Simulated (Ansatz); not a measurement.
A nudged elastic band was laid between two geometries of B$_{2}$H$_{6}$OSi (10 atoms, charge 0, multiplicity 1).

These are results of RKS PBE0-D4/def2-SVP (Ansatz), not measurements.

```yaml
movable_images: 7
climbing_image: yes
spring: 5.0 eV/Å²
optimiser: quadratic models (default)
start_path: IDPP
force_threshold: 0.05 eV/Å
iteration_limit: 60
end_points: relaxed
```

Image 0:

```xyz
10
Properties=species:S:1:pos:R:3
B -1.545 1.385 0.633
O -1.110 0.196 0.177
Si 0.230 -0.267 -0.745
B 1.485 -1.452 0.275
H -2.561 1.405 1.293
H -0.925 2.403 0.384
H -0.306 -0.989 -1.939
H 0.949 0.962 -1.217
H 2.459 -1.889 -0.294
H 1.323 -1.753 1.432
```

Image 8:

```xyz
10
Properties=species:S:1:pos:R:3
B -1.929 0.909 0.391
O -0.591 0.839 0.503
Si 0.616 0.209 -0.503
B 1.582 -1.333 0.337
H -2.553 1.417 1.297
H -2.486 0.471 -0.600
H -0.005 -0.211 -1.802
H 1.572 1.327 -0.772
H 2.488 -1.850 -0.275
H 1.307 -1.778 1.425
```

Q: What changes between the two ends?

A: No bond is made or broken. The dihedral B1–O2–Si3–H8 goes from -7 to 124°. The two ends are copies of one structure, up to a mirror image or an exchange of like atoms.

Q: What energy profile does the band end with?

A: The forces met the threshold. The highest image is number 4 of 0 to 8, 0.6 kcal/mol above the ends, which have the same energy within 2 meV. A vibrational analysis at the climbing image gives one clearly imaginary mode, 74i cm⁻¹: a first-order saddle point.

```tsv
image	path coordinate (Å)	energy (kcal/mol)	dihedral B1–O2–Si3–H8 (°)
0	0.00	0.0	-7
1	0.44	0.1	10
2	0.88	0.3	27
3	1.32	0.5	43
4	1.76	0.6	58
5	2.19	0.5	74
6	2.63	0.3	90
7	3.07	0.1	107
8	3.51	0.0	124
```

Q: What is the geometry of the highest image?

A: 
```xyz
10
Properties=species:S:1:pos:R:3
B -1.645 1.448 0.457
O -0.774 0.425 0.531
Si 0.457 -0.105 -0.503
B 1.379 -1.717 0.249
H -2.433 1.588 1.367
H -1.637 2.206 -0.497
H -0.142 -0.423 -1.839
H 1.439 1.012 -0.692
H 2.283 -2.220 -0.377
H 1.074 -2.214 1.305
```

The run took 4.8 min on 1 thread of AMD EPYC (Zen 3) (shared host), peak memory 0.18 GiB.
